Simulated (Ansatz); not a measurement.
Saddle point of BSiH7O2, singlet (BH₃O₂ ([OH][BH][OH]) + SiH₄ → BSiH₅O₂ ([OH][B]([OH])[SiH3]) + H₂; bonds formed: B1–Si6, H2–H5; bonds broken: B1–H2, H5–Si6), PBE0-D4/def2-TZVP structure:

B1  (-0.194, 0.700, -0.072)
H2  (0.980, 1.435, -0.009)
O3  (-0.773, 0.838, -1.337)
O4  (-0.948, 0.993, 1.081)
H5  (1.058, 0.406, -0.024)
Si6  (0.388, -1.433, -0.046)
H7  (-1.309, 1.633, -1.384)
H8  (-0.436, 1.200, 1.863)
H9  (1.168, -1.942, -1.206)
H10  (-0.996, -1.968, -0.078)
H11  (1.062, -1.863, 1.213)
(Å)

Energies are electronic, without zero-point energy. Barriers and step energies count from the start structure reached by relaxing down the imaginary mode; all methods use the PBE0-D4 structures, on which another method's saddle can fall below an end. Program: Ansatz 0.2.0. Basis: def2-TZVPP, with def2-QZVPP for the basis limit. Cores are frozen in the correlated methods. B3LYP uses VWN-RPA correlation. Extrapolation: Hartree–Fock as exp(−7.88 √X), correlation as X^−2.97.

```tsv
method	barrier (kcal/mol)	step energy (kcal/mol)
SPW92	42.53	9.25
PBE-D4	49.86	8.60
BLYP-D4	57.67	10.60
r2SCAN-D4	?	10.68
B97M-V	56.24	11.74
PBE0-D4	54.12	10.28
B3LYP-D4	60.52	11.98
r2SCAN0-D4	57.33	11.75
BHLYP-D4	?	14.06
CAM-B3LYP-D4	62.81	13.09
wB97X-V	61.45	11.85
wB97M-V	61.07	12.53
B2PLYP	63.04	12.72
PBE-QIDH	59.19	11.80
RPA on PBE	?	12.35
HF	81.69	17.71
MP2	62.16	12.31
CCSD	65.43	13.21
CCSD(T)	62.77	12.19
```

Q: Fill in the withheld barriers. (To be estimated.)

A: By the calculation: RPA on PBE 63.24; r2SCAN-D4 54.36; BHLYP-D4 66.27 kcal/mol. Each is the energy of the saddle less that of the start structure, by the same method.

For comparison, the barrier by CCSD(T) at an estimated basis limit (MP2 extrapolated from triple and quadruple zeta, plus CCSD(T) − MP2 in triple zeta) is 61.96 kcal/mol.

T1 diagnostic: at most 0.014.

Labels in which every atom is bracketed show which atoms are joined, not bond orders.

For scale, one of the runs: CCSD(T)/def2-TZVPP, 233 basis functions, launched by `ansatz run in.yaml --threads 4 --pin off --events-out ev --progress --plain --max-ram 9574MiB`. The run took 110 s on 4 CPU threads of an Intel Xeon (shared host), with 4.2 GiB of host memory at its peak.
